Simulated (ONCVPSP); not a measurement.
LDA (Perdew-Zunger) ONCV dataset for aluminium, scalar-relativistic all-electron reference.

The input file (ONCVPSP 4.0.1):

```
# ATOM AND REFERENCE CONFIGURATION
# atsym  z   nc   nv     iexc    psfile
  Al 13.00    3    2        3      upf
#
#   n    l    f
    1    0    2.00
    2    0    2.00
    2    1    6.00
    3    0    2.00
    3    1    1.00
#
# PSEUDOPOTENTIAL AND OPTIMIZATION
# lmax
    2
#
#   l,   rc,      ep,       ncon, nbas, qcut
    0    2.15    0.00    4    9    3.50
    1    2.15    0.00    4    8    3.80
    2    2.35    0.05    5    8    4.70
#
# LOCAL POTENTIAL
# lloc, lpopt,  rc(5),   dvloc0
    4    5    1.70   -1.00
#
# VANDERBILT-KLEINMAN-BYLANDER PROJECTORs
# l, nproj, debl
    0    2    0.60
    1    2    3.10
    2    2    2.60
#
# MODEL CORE CHARGE
# icmod, fcfact, rcfact
    1    0.60    0.00
#
# LOG DERIVATIVE ANALYSIS
# epsh1, epsh2, depsh
   -2.00    5.00    0.02
#
# OUTPUT GRID
# rlmax, drl
    6.00    0.01
#
# TEST CONFIGURATIONS
# ncnf
    4
# nvcnf
#   n    l    f
    2
    3    0    2.00
    3    1    0.00
#
    2
    3    0    1.00
    3    1    0.00
#
    2
    3    0    2.00
    3    1    0.50
#
    2
    3    0    1.00
    3    1    1.00
#
```

Command:

```bash
oncvpsp.x < Al.dat > Al.out
```

Output (shortened: citation, most of the input echo, consistency checks and plot data are left out):

```
ONCVPSP  (Optimized Norm-Conservinng Vanderbilt PSeudopotential)
scalar-relativistic version 4.0.1

#   n    l    f        energy (Ha)
    1    0    2.00    -5.5282087E+01
    2    0    2.00    -3.9503846E+00
    2    1    6.00    -2.5618497E+00
    3    0    2.00    -2.8795680E-01
    3    1    1.00    -1.0248945E-01

Reference configufation results
  iterations    24
  all-electron total energy (Ha)   -2.41763826D+02

Begin loop to  construct optimized pseudo wave functions
and semi-local pseudopoentials for all angular momenta

   Wellstate for l =  0  n =  4
     eigenvalue =   0.3120
     asymptotic potential =   0.8120
     half-point radius =  5.5372

Calculating optimized projector #   1

 for l=   0

    Fraction of norm inside rc  0.400366
    Optimizing pswf for qcut=   3.49 a_B^-1,  ecut=   6.10 Ha
    Residual kinetic energy error=  2.63D-04 Ha

    Energy error per electron        Cutoff
         Ha          eV             Ha
         0.01000     0.27211        3.12
         0.00100     0.02721        5.02
         0.00010     0.00272       10.95
         0.00001     0.00027       46.51

Calculating optimized projector #   2

 for l=   0

    Fraction of norm inside rc  0.185580
    Optimizing pswf for qcut=   3.49 a_B^-1,  ecut=   6.10 Ha
    Residual kinetic energy error=  3.87D-04 Ha

    Energy error per electron        Cutoff
         Ha          eV             Ha
         0.01000     0.27211        3.41
         0.00100     0.02721        5.33
         0.00010     0.00272        9.95
         0.00001     0.00027       31.65

   Wellstate for l =  1  n =  5
     eigenvalue =   2.9975
     asymptotic potential =   3.4975
     half-point radius =  3.4739

Calculating optimized projector #   1

 for l=   1

    Fraction of norm inside rc  0.196358
    Optimizing pswf for qcut=   3.80 a_B^-1,  ecut=   7.23 Ha
    Residual kinetic energy error=  1.19D-05 Ha

    Energy error per electron        Cutoff
         Ha          eV             Ha
         0.01000     0.27211        1.30
         0.00100     0.02721        2.18
         0.00010     0.00272        4.70
         0.00001     0.00027        7.51

Calculating optimized projector #   2

 for l=   1

    Fraction of norm inside rc  0.187917
    Optimizing pswf for qcut=   3.80 a_B^-1,  ecut=   7.23 Ha
    Residual kinetic energy error=  1.20D-02 Ha

    Energy error per electron        Cutoff
         Ha          eV             Ha
         0.01000     0.27211        7.15
         0.00100     0.02721       12.71
         0.00010     0.00272       31.31
         0.00001     0.00027       51.71

   Wellstate for l =  2  n =  3
     eigenvalue =   0.0500
     asymptotic potential =   0.5500
     half-point radius = 19.9876

   Wellstate for l =  2  n =  5
     eigenvalue =   2.6500
     asymptotic potential =   3.1500
     half-point radius =  3.8303

Calculating optimized projector #   1

 for l=   2

    Fraction of norm inside rc  0.022433
    Optimizing pswf for qcut=   4.70 a_B^-1,  ecut=  11.05 Ha
    Residual kinetic energy error=  7.54D-06 Ha

    Energy error per electron        Cutoff
         Ha          eV             Ha
         0.01000     0.27211        1.00
         0.00100     0.02721        3.77
         0.00010     0.00272        7.46
         0.00001     0.00027       10.79

Calculating optimized projector #   2

 for l=   2

    Fraction of norm inside rc  0.260033
    Optimizing pswf for qcut=   4.70 a_B^-1,  ecut=  11.05 Ha
    Residual kinetic energy error=  2.13D-02 Ha

    Energy error per electron        Cutoff
         Ha          eV             Ha
         0.01000     0.27211       12.50
         0.00100     0.02721       38.62
         0.00010     0.00272       49.77
         0.00001     0.00027       55.41

Construct Vanderbilt / Kleinmman-Bylander projectors

B matrix Hermiticity error, ll=   0
   1   2    1.7662E-05

  Orthonormal projector coefficients  4.1459E+00  6.0474E-01

B matrix Hermiticity error, ll=   1
   1   2   -6.9838E-05

  Orthonormal projector coefficients  2.7029E+00  4.1222E-01

B matrix Hermiticity error, ll=   2
   1   2   -4.5578E-06

  Orthonormal projector coefficients -6.4269E+00 -1.8656E+00

Model core correction analysis
  based on d2Exc/dn_idn_j

d2excae - all-electron derivatives

   -1.635673D-02   -8.167121D-03
   -8.170019D-03   -4.167926D-03

d2excps - pseudofunction derivatives with no core correction

   -2.185947D-02   -1.069057D-02
   -1.069620D-02   -5.333324D-03

rms 2nd derivative error    3.331200E-03

Polynomial model core charge

d2excps - pseudofunction derivatives with core correction

   -1.645652D-02   -8.396801D-03
   -8.399640D-03   -4.338872D-03

rms 2nd derivative error    1.901706E-04

Pseudoatom total energy   -1.973475

Diagnostic tests using Vanderbilt-Kleinman-Bylander pseudopotentials
  1 or more projectors used as specified by nproj input data

   l    rcore       rmatch      e in        delta e   norm test  slope test

   0   2.1584173   2.2239515  -0.2879568  -0.0000009   1.0000166   1.0000318
   0   2.1584173   2.2239515   0.3120432   0.0000004   1.0000687   1.0000687

   1   2.1584173   2.2239515  -0.1024895   0.0000004   1.0000084   1.0000045
   1   2.1584173   2.2239515   2.9975105   0.0000419   1.0001034   1.0001034

   2   2.3610496   2.4327362   0.0500000   0.0000018   1.0000003   1.0000003
   2   2.3610496   2.4327362   2.6500000   0.0000290   1.0004784   1.0004784

 Testing for bound ghosts
   n   l    E NL Schr. Eq   E Basis Diag.   E Cutoff

   1   0       -0.287958       -0.284708     74.52

   2   1       -0.102489       -0.084522     64.48

 Testing for highly-localized positive-energy ghosts
       l    <radius>/rc     E Basis Diag.   E Cutoff

Test configuration 0

   n   l     f        eae           eps        diff
   1   0  2.0000  -55.28208704
   2   0  2.0000   -3.95038460
   2   1  6.0000   -2.56184968
   3   0  2.0000   -0.28795680   -0.28795773   -9.32D-07
   3   1  1.0000   -0.10248945   -0.10248908    3.74D-07

    Total energies and differences
      AE_ref= -2.41763826D+02  AE_tst= -2.41763826D+02  dif=  0.00D+00
      PS_ref= -1.97347533D+00  PS_tst= -1.97347533D+00  dif=  4.44D-16
      PSP excitation error= -4.44D-16

Test configuration 1

   n   l     f        eae           eps        diff
   1   0  2.0000  -55.59533003
   2   0  2.0000   -4.25788200
   2   1  6.0000   -2.86975012
   3   0  2.0000   -0.54842895   -0.54822285    2.06D-04

    Total energies and differences
      AE_ref= -2.41763826D+02  AE_tst= -2.41548964D+02  dif=  2.15D-01
      PS_ref= -1.97347533D+00  PS_tst= -1.75865855D+00  dif=  2.15D-01
      PSP excitation error=  4.50D-05

Test configuration 2

   n   l     f        eae           eps        diff
   1   0  2.0000  -56.06073580
   2   0  2.0000   -4.70923480
   2   1  6.0000   -3.32102911
   3   0  1.0000   -0.87962415   -0.87980353   -1.79D-04

    Total energies and differences
      AE_ref= -2.41763826D+02  AE_tst= -2.40836863D+02  dif=  9.27D-01
      PS_ref= -1.97347533D+00  PS_tst= -1.04663466D+00  dif=  9.27D-01
      PSP excitation error=  1.22D-04

Test configuration 3

   n   l     f        eae           eps        diff
   1   0  2.0000  -55.42549672
   2   0  2.0000   -4.09181192
   2   1  6.0000   -2.70343437
   3   0  2.0000   -0.41099004   -0.41092324    6.68D-05
   3   1  0.5000   -0.21256793   -0.21252838    3.96D-05

    Total energies and differences
      AE_ref= -2.41763826D+02  AE_tst= -2.41685733D+02  dif=  7.81D-02
      PS_ref= -1.97347533D+00  PS_tst= -1.89538647D+00  dif=  7.81D-02
      PSP excitation error=  4.22D-06

Test configuration 4

   n   l     f        eae           eps        diff
   1   0  2.0000  -55.65880021
   2   0  2.0000   -4.32028844
   2   1  6.0000   -2.93149412
   3   0  1.0000   -0.57783019   -0.57811109   -2.81D-04
   3   1  1.0000   -0.36193889   -0.36183584    1.03D-04

    Total energies and differences
      AE_ref= -2.41763826D+02  AE_tst= -2.41335105D+02  dif=  4.29D-01
      PS_ref= -1.97347533D+00  PS_tst= -1.54463313D+00  dif=  4.29D-01
      PSP excitation error= -1.21D-04
```

The run took about 4.5 s on one core of a shared server CPU.
